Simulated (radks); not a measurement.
Coulomb parameter of the 5d shell of neutral tungsten in the model configuration [Xe] 4f14 5d5 6s1, as a second difference U = [E(n + 0.25) + E(n - 0.25) - 2 E(n)] / (0.25)^2 with all orbitals relaxed. "Bare": the charge of the atom changes with n. "Screened": the 6s shell takes up the change at fixed total charge, which measures U(5d,5d) + U(6s,6s) - 2 U(5d,6s). All-electron calculation, scalar-relativistic Kohn-Sham, r2SCAN, spin-unpolarised, spherical densities, finite nucleus; meta-GGA in the generalised Kohn-Sham scheme; Fermi nuclear charge, rms radius 5.3658 fm. Program: a radial shooting solver on a logarithmic mesh with Libxc functionals.

case	configuration	E - E(n) (eV)
start	[Xe] 4f14 5d5 6s1	0.000
bare +0.25	[Xe] 4f14 5d5.25 6s1	-0.596
bare -0.25	[Xe] 4f14 5d4.75 6s1	1.052
screened +0.25	[Xe] 4f14 5d5.25 6s0.75	0.465
screened -0.25	[Xe] 4f14 5d4.75 6s1.25	-0.443

U(bare) = 7.291 eV, U(screened by 6s) = 0.338 eV, against the Slater integral F0(5d,5d) = 11.538 eV with frozen orbitals. The step up makes a negative ion, whose loosely bound charge lowers the bare value.
